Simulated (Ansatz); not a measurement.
`[OH][Ge][Br]` + NH₃ → `[NH2][Ge][OH]` + HBr at 700 K and 1 bar (ligand exchange at a Ge–Br bond).

Isolated molecules relaxed with PBE0-D4/def2-TZVP in Ansatz; ΔE leaves out vibrations. CBS: MP2 limit from def2 TZ/QZ plus the TZ coupled-cluster correction, frozen cores. This one scheme is used for every species. For Br, Ge outer-core shells are correlated without core-valence functions, which leaves a few kJ/mol of doubt a bond. Scalar relativity is left out up to krypton. One conformer a species, not always the lowest.

| species | CCSD(T)/CBS energy (Eh) | H − E (kJ/mol) | S (J/(mol·K)) |
| --- | --- | --- | --- |
| `[OH][Ge][Br]` | -4725.27533 | 78.4 | 360.9 |
| NH₃ | -56.50880 | 116.9 | 226.5 |
| `[NH2][Ge][OH]` | -2207.83457 | 151.8 | 365.4 |
| HBr | -2573.91920 | 36.5 | 223.7 |

H − E and S are ideal-gas, rigid-rotor, harmonic terms from PBE0-D4/def2-TZVP, for one conformer and one mirror image of each species. 1 Eh = 2625.50 kJ/mol, R = 8.31446 J/(mol·K).

Question: By hand: ΔE, ΔH, ΔS and ΔG.

Answer: ΔE = (-2207.83457) + (-2573.91920) − (-4725.27533) − (-56.50880) = 0.03036 Eh = 79.7 kJ/mol. Δ(H − E) = 151.8 + 36.5 − 78.4 − 116.9 = -7.0, so ΔH = 72.7 kJ/mol. ΔS = 365.4 + 223.7 − 360.9 − 226.5 = 1.7 J/(mol·K). ΔG = 72.7 − 700 × (1.7)/1000 = 71.5 kJ/mol.

Question: By hand: the equilibrium constant, and the temperature at which ΔG would vanish if ΔH and ΔS stayed fixed.

Answer: log₁₀ K = −ΔG/(RT ln 10) = -5.3. ΔG = 0 at ΔH/ΔS = 42765 K, far beyond where these terms or the molecules hold.

The number of gas molecules stays the same, so ΔS is small and ΔH decides. A doubt of 5 kJ/mol in ΔE shifts log₁₀ K by 0.4 here. Other conformers and mirror images would add mixing entropy, several J/(mol·K) or more a flexible species. These are equilibria of isolated gas molecules and say nothing of rates. Largest T1 diagnostic: 0.014 (customary marks: 0.02 for closed shells, 0.045 for open ones).
